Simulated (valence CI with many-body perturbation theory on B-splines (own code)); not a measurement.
**E1 transitions of Ar4+**

Computed by valence CI with perturbative core correlation (CI+MBPT): four valence electrons over a frozen Dirac-Fock core [Ne], radial functions for each j: 11 s, 11 p, 9 d, 7 f, 5 g, 2 h, 1 i, with the one-electron correlation potential Σ1, the two-electron term Σ2, the three-electron term Σ3, Breit, model QED; selected CI, second order for the rest, scaled by the run's own slope (own B-spline code, finite nucleus).

Against 28 measured levels this calculation errs by 66 cm⁻¹ on average and by 230 at most. These come from a selection out of Saloman, J. Phys. Chem. Ref. Data 39, 033101 (2010). Levels without a partner in it may be off by more. Among the levels kept, up to 330 cm⁻¹ of a level comes from second order outside the variational space, and about a tenth of that is noise between levels of different J, which matters for small intervals. 3 measured levels below the end of the list, from 252141 cm⁻¹ on, found no clear computed partner, and computed levels of the same name lie up to 13011 cm⁻¹ from them.

Lines 51 to 100 of 231 in falling wavelength, among levels below 43.078 eV, chosen from the strongest by gf and those to the six lowest levels. Wavelengths and rates use the calculated energies, so an error of 70 cm⁻¹ moves a line at 836.6 Å by 0.059 % and its rate by three times that or more. Electric multipoles are in the length gauge, E1 and E2 with the static RPA response of the core. Weak lines are less certain than strong ones. Lines between different terms over intervals too small for the method are left out, as are lines whose strength nearly cancels. Where a level lies close to another of its J and parity, the split of strength between their lines is uncertain. The highest levels of a list are the least certain.

Names give the largest LS component (configuration and term), which can be under half, so a name can repeat, a term be missing and a line seem to break the LS rules; names also repeat where a configuration has a term twice.

| λ vac (Å) | λ from measured levels | Upper | Lower | A (s⁻¹) | log gf | Branch % |
| --- | --- | --- | --- | --- | --- | --- |
| 857.7 |  | 3s²3p4p ³P_0 | 3s²3p3d ³D°_1 | 9.18e+08 | -0.99 | 31.6 |
| 856.9 |  | 3s²3p4p ³P_1 | 3s²3p3d ³D°_2 | 5.75e+08 | -0.72 | 18.6 |
| 854.8 |  | 3s²3p4p ³P_1 | 3s²3p3d ³D°_1 | 2.95e+08 | -1.01 | 9.5 |
| 851.3 |  | 3s²3p4p ³P_2 | 3s²3p3d ³D°_3 | 8.81e+08 | -0.32 | 29.6 |
| 851.3 |  | 3s3p²3d ¹F_3 | 3s²3p3d ¹D°_2 | 3.04e+08 | -0.64 | 5.8 |
| 849.8 |  | 3s²3p4p ³P_2 | 3s²3p3d ³D°_2 | 2.64e+08 | -0.84 | 8.9 |
| 845.7 |  | 3p⁴ ¹D_2 | 3s3p³ ¹D°_2 | 9.24e+08 | -0.31 | 93.3 |
| 841.4 |  | 3s²3p4p ³S_1 | 3s²3p3d ³D°_2 | 1.16e+08 | -1.43 | 2.3 |
| 836.6 | 836.1 | 3s3p³ ³D°_1 | 3s²3p² ³P_2 | 4.20e+06 | -2.88 | 1.6 |
| 836.3 | 835.8 | 3s3p³ ³D°_2 | 3s²3p² ³P_2 | 4.42e+07 | -1.64 | 17.6 |
| 835.4 | 834.9 | 3s3p³ ³D°_3 | 3s²3p² ³P_2 | 2.44e+08 | -0.75 | 99.7 |
| 827.8 | 827.4 | 3s3p³ ³D°_1 | 3s²3p² ³P_1 | 9.41e+07 | -1.54 | 36.8 |
| 827.5 | 827.0 | 3s3p³ ³D°_2 | 3s²3p² ³P_1 | 2.07e+08 | -0.97 | 82.4 |
| 822.6 | 822.2 | 3s3p³ ³D°_1 | 3s²3p² ³P_0 | 1.57e+08 | -1.32 | 61.4 |
| 816.1 | 815.2 | 3p⁴ ³P_2 | 3s3p³ ³P°_2 | 8.62e+07 | -1.37 | 5.4 |
| 816.0 |  | 3s²3p4p ³P_0 | 3s²3p3d ³P°_1 | 7.86e+08 | -1.11 | 27.1 |
| 815.7 |  | 3s²3p4p ³P_1 | 3s²3p3d ³P°_0 | 1.03e+08 | -1.51 | 3.3 |
| 808.7 |  | 3s²3p4p ³P_1 | 3s²3p3d ³P°_2 | 6.88e+08 | -0.69 | 22.2 |
| 807.0 |  | 3s²3p4p ³P_2 | 3s²3p3d ³P°_1 | 1.52e+08 | -1.13 | 5.1 |
| 802.4 |  | 3s²3p4p ³P_2 | 3s²3p3d ³P°_2 | 3.74e+08 | -0.74 | 12.6 |
| 801.7 |  | 3s²3p4p ³S_1 | 3s²3p3d ³P°_0 | 2.95e+08 | -1.07 | 5.9 |
| 799.4 |  | 3s²3p4p ³S_1 | 3s²3p3d ³P°_1 | 6.49e+08 | -0.73 | 13.0 |
| 797.4 | 797.0 | 3s3p³ ³P°_2 | 3s²3p² ¹D_2 | 4.00e+05 | -3.72 | 0.0 |
| 797.4 | 797.0 | 3s3p³ ³P°_1 | 3s²3p² ¹D_2 | 9.74e+05 | -3.56 | 0.1 |
| 794.9 |  | 3s²3p4p ³S_1 | 3s²3p3d ³P°_2 | 5.23e+08 | -0.83 | 10.5 |
| 782.2 |  | 3s3p²3d ³P_2 | 3s3p³ ³S°_1 | 2.18e+08 | -1.00 | 1.5 |
| 775.8 |  | 3s3p²3d ³P_1 | 3s3p³ ³S°_1 | 2.40e+08 | -1.19 | 1.7 |
| 725.9 | 725.1 | 3s3p³ ¹D°_2 | 3s²3p² ¹D_2 | 8.57e+08 | -0.47 | 99.8 |
| 721.3 |  | 3s3p²3d ³G_4 | 3s²3p3d ³F°_4 | 7.47e+07 | -1.28 | 5.4 |
| 720.7 |  | 3s3p²3d ³G_5 | 3s²3p3d ³F°_4 | 1.36e+09 | 0.07 | 100.0 |
| 716.7 |  | 3s3p²3d ³G_3 | 3s²3p3d ³F°_3 | 1.02e+08 | -1.26 | 7.2 |
| 716.3 |  | 3s3p²3d ³G_4 | 3s²3p3d ³F°_3 | 1.32e+09 | -0.04 | 94.5 |
| 715.6 | 715.6 | 3s3p³ ³P°_2 | 3s²3p² ³P_2 | 6.25e+08 | -0.62 | 77.7 |
| 715.5 | 715.6 | 3s3p³ ³P°_1 | 3s²3p² ³P_2 | 3.06e+08 | -1.15 | 36.8 |
| 713.1 |  | 3s3p²3d ³G_3 | 3s²3p3d ³F°_2 | 1.31e+09 | -0.16 | 92.4 |
| 709.1 | 709.2 | 3s3p³ ³P°_2 | 3s²3p² ³P_1 | 1.79e+08 | -1.17 | 22.2 |
| 709.1 | 708.6 | 3s3p³ ³P°_0 | 3s²3p² ³P_1 | 8.42e+08 | -1.20 | 100.0 |
| 709.1 | 709.2 | 3s3p³ ³P°_1 | 3s²3p² ³P_1 | 2.46e+08 | -1.25 | 29.6 |
| 705.3 | 705.4 | 3s3p³ ³P°_1 | 3s²3p² ³P_0 | 2.77e+08 | -1.21 | 33.4 |
| 701.4 | 701.1 | 3p⁴ ³P_2 | 3s3p³ ³D°_3 | 1.17e+09 | -0.37 | 73.5 |
| 700.7 | 700.5 | 3p⁴ ³P_2 | 3s3p³ ³D°_2 | 2.20e+08 | -1.09 | 13.8 |
| 695.1 | 694.9 | 3p⁴ ³P_1 | 3s3p³ ³D°_2 | 1.04e+09 | -0.65 | 64.8 |
| 694.9 | 694.6 | 3p⁴ ³P_1 | 3s3p³ ³D°_1 | 3.56e+08 | -1.11 | 22.3 |
| 692.5 | 692.3 | 3p⁴ ³P_0 | 3s3p³ ³D°_1 | 1.38e+09 | -1.00 | 86.5 |
| 682.6 |  | 3s3p²3d ³D_3 | 3s²3p3d ³F°_4 | 6.44e+08 | -0.50 | 5.9 |
| 682.4 |  | 3s²3p4p ¹P_1 | 3s²3p3d ³F°_2 | 6.10e+08 | -0.89 | 16.5 |
| 680.2 |  | 3s3p²3d ³D_2 | 3s²3p3d ³F°_3 | 9.95e+08 | -0.46 | 11.1 |
| 678.0 |  | 3s3p²3d ³D_3 | 3s²3p3d ³F°_3 | 7.62e+07 | -1.43 | 0.7 |
| 677.2 |  | 3s3p²3d ³D_1 | 3s²3p3d ³F°_2 | 8.25e+08 | -0.77 | 11.3 |
| 676.9 |  | 3s3p²3d ³D_2 | 3s²3p3d ³F°_2 | 1.52e+08 | -1.28 | 1.7 |
